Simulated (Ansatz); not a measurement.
Ti2S, relaxed as a singlet with RKS PBE-D4/def2-TZVP in Ansatz, starting from the GFN2-xTB geometry. Force threshold 0.02 eV/Å.

The structure comes from a short search, and lower isomers may exist.

Start:

Cartesian coordinates in Å:
```
Ti -0.952 -0.936 -0.921
Ti 1.069 -0.618 1.070
S -0.116 1.554 -0.150
```

(1) Estimate the energy that the relaxation releases and the steps that it takes.

(2) Does the start keep its bonding and symmetry?

(3) Predict the relaxed structure.

## Answers

(1) 311.6 kJ/mol, in 6 steps; 6.5 s on 4 threads of Arm Neoverse V2 on a shared host. No frequencies were taken in this run, so the end may be a saddle point.

(2) By distances, no bond broke or formed. The bond that changes most is Ti2–S3, from 2.76 to 2.27 Å (atoms count from 1). A close non-bonded pair moves further: Ti1–Ti2, from 2.86 to 2.10 Å. The end is the same structure that another start reached, the lowest one found. Point group Cs at the start, C2v at the end, both within 0.05 Å.

(3) 
```xyz
3

Ti   -0.694   -0.789   -0.669
Ti    0.790   -0.545    0.793
S    -0.096    1.334   -0.125
```
Bond lengths (bridged metal pairs left out): 2 × S–Ti 2.27 Å.
